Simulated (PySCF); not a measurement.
MnI₂ (sextet). All numbers come from UPBE in PySCF with Mn def2-SVP, I def2-SVP with ECP28; scalar-relativistic core potentials, no spin–orbit coupling; density-fitted integrals.

Harmonic bands of its minimum:

| ω (cm⁻¹) | IR (km/mol, summed over degenerate members) | degeneracy |
| --- | --- | --- |
| 50 | 15.4 | 2 |
| 145 | 0.0 | 1 |
| 334 | 99.7 | 1 |

The central atom is Mn. Infer the point group and assign the bands.

D∞h. The modes span πu + σg+ + σu+: 50 πu, 145 σg+, 334 σu+. The computed geometry has Mn–I 2.521 Å (×2); I–Mn–I 180.0°.

Other isomers or separated fragments may lie lower. With open d or f shells other occupations or spin states may lie lower. No spin–orbit coupling is included, which matters more the heavier the element.
